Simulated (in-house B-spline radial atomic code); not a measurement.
Whole-atom quantities along the 59-electron series, configuration 1s2 2s2 2p6 3s2 3p6 3d10 4s2 4p6 4d10 4f5/2(6) 4f7/2(6) 5s1. Breit and QED terms are first order and not part of the total energy; the density at the nucleus is averaged over the nuclear charge. Computed with a B-spline radial code for spherical atoms: Dirac-Hartree-Fock, jj configuration that fills j = l - 1/2 first, finite nuclei.

```json
{"ion": "Os17+", "Z": "76", "E/Z² (Eh)": "-2.9721", "Σ<r²> (bohr²)": "9.5885", "n(0)/Z³ (bohr⁻³)": "3.4859", "Lamb diamagnetic shielding (ppm)": "9847.44", "repulsion over attraction": "0.13074", "Breit energy (eV)": "502.08", "self-energy (eV)": "422.31", "vacuum polarisation (eV)": "-78.347"}
{"ion": "Ir18+", "Z": "77", "E/Z² (Eh)": "-2.9899", "Σ<r²> (bohr²)": "9.086", "n(0)/Z³ (bohr⁻³)": "3.635", "Lamb diamagnetic shielding (ppm)": "10041.1", "repulsion over attraction": "0.1293", "Breit energy (eV)": "525.48", "self-energy (eV)": "444.39", "vacuum polarisation (eV)": "-83.654"}
{"ion": "Pt19+", "Z": "78", "E/Z² (Eh)": "-3.0076", "Σ<r²> (bohr²)": "8.6257", "n(0)/Z³ (bohr⁻³)": "3.7836", "Lamb diamagnetic shielding (ppm)": "10236.8", "repulsion over attraction": "0.12786", "Breit energy (eV)": "549.69", "self-energy (eV)": "467.44", "vacuum polarisation (eV)": "-89.28"}
{"ion": "Au20+", "Z": "79", "E/Z² (Eh)": "-3.0252", "Σ<r²> (bohr²)": "8.2023", "n(0)/Z³ (bohr⁻³)": "3.9441", "Lamb diamagnetic shielding (ppm)": "10434.7", "repulsion over attraction": "0.12642", "Breit energy (eV)": "574.72", "self-energy (eV)": "491.51", "vacuum polarisation (eV)": "-95.262"}
```
